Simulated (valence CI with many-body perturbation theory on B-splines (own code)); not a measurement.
**K XII: key properties**

Level of theory: valence CI with perturbative core correlation (CI+MBPT): six valence electrons over a frozen Dirac-Fock core [He], a basis of 9 s, 9 p, 8 d, 6 f, 3 g, 1 h functions for each j, with the one-electron correlation potential Σ1 (screened to all orders), the two-electron term Σ2, the three-electron term Σ3, Breit, model QED; selected single and double excitations, second order for the rest, scaled by the run's own slope (own B-spline code, finite nucleus).

No measured levels were compared; by estimate levels of excited configurations hold to 0.05 to 0.15 % of their energy, terms of the ground configuration to about 0.5 %. Among the levels kept, up to 3300 cm⁻¹ of a level comes from second order outside the variational space, and about a tenth of that is noise between levels of different J, which matters for small intervals.

Rates and lifetimes use the calculated energies. Strong lines usually hold to 10 to 20 %, long lifetimes can be off by a factor of two.

(1) What is the ground level?

(2) Among levels below 30.321 Ry, which E1 lines absorb most strongly from the ground level?

(3) Name the longest-lived excited levels whose lifetime is computed, and their main decay.

(4) What is the ionisation energy?

(5) How is the term 3P of the ground level split?

## Answers

(1) 2s2 2p4 3P_2, composition 97 % 2s2 2p4 3P + 2 % 2s2 2p4 1D, g = 1.488.

(2) to 2s2 2p3 3d 3D°_3 at 3.059 nm, f = 0.220; to 2s 2p5 3P°_2 at 17.43 nm, f = 0.0804; to 2s2 2p3 3s 3D°_3 at 3.325 nm, f = 0.0544.

(3) 2s2 2p4 3P_0 at 0.212 Ry lives 240 ms, mostly by M1 to 2s2 2p4 3P_1; 2s2 2p4 3P_1 at 0.173 Ry lives 6.66 ms, mostly by M1 to 2s2 2p4 3P_2; 2s2 2p4 1D_2 at 0.727 Ry lives 1.99 ms, mostly by M1 to 2s2 2p4 3P_2.

(4) 630.45 eV; NIST lists 631.1 ± 0.9 eV (semi-empirical).

(5) J = 2 at 0.000, J = 1 at 0.173, J = 0 at 0.212 Ry.
